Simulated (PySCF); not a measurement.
C5H7F, SMILES C=C(F)/C=C/C.

Coordinates come from a PBE0-D3(BJ)/def2-SVP optimisation. Other conformers were not sampled.

Method: PBE/def2-TZVP run with PySCF.

Computed frontier levels, gap, dipole moment and polarisability:
The highest occupied level is -5.61 eV and the lowest empty level comes out as -1.75 eV. The orbital gap comes out as 3.86 eV and the dipole moment is 1.50 D. The quadrupole, principal values (traceless, Buckingham form, about the centre of nuclear charge) is -4.71, -0.64, 5.34 D·Å, the mean static polarisability is 69.9 bohr³ (10.36 Å³) and the polarisability, principal values is 41.7, 55.8, 112.2 bohr³.
